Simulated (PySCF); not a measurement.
C4H5F, SMILES C1[C@H](F)CC=1. Geometry optimised at PBE0-D3(BJ)/def2-SVP. The structure was generated by enumeration; whether it is a known compound was not checked.

All values below come from PBE0-D3(BJ)/def2-SVP (PySCF).

Harmonic wavenumbers (cm⁻¹): 218, 397, 502, 693, 849, 891, 952, 971, 1012, 1026, 1079, 1141, 1195, 1231, 1235, 1336, 1383, 1450, 1669, 3070, 3075, 3141, 3211, 3245. Rotational constants (GHz): 11.16, 4.828, 3.778; symmetry number 1.

### Question
Work out the zero-point energy and the ideal-gas rigid-rotor harmonic-oscillator thermochemistry at 298.15 K and 1 atm.

### Answer
ZPE = ½ Σ hcν = ½ × 34976 cm⁻¹ = 209.20 kJ/mol. H − E(el) = 223.26 kJ/mol. Entropy in J/(mol K): translation 162.10, rotation 104.06, vibration 20.58, total 286.73. G − E(el) = 137.77 kJ/mol. Cp = 73.07 J/(mol K).
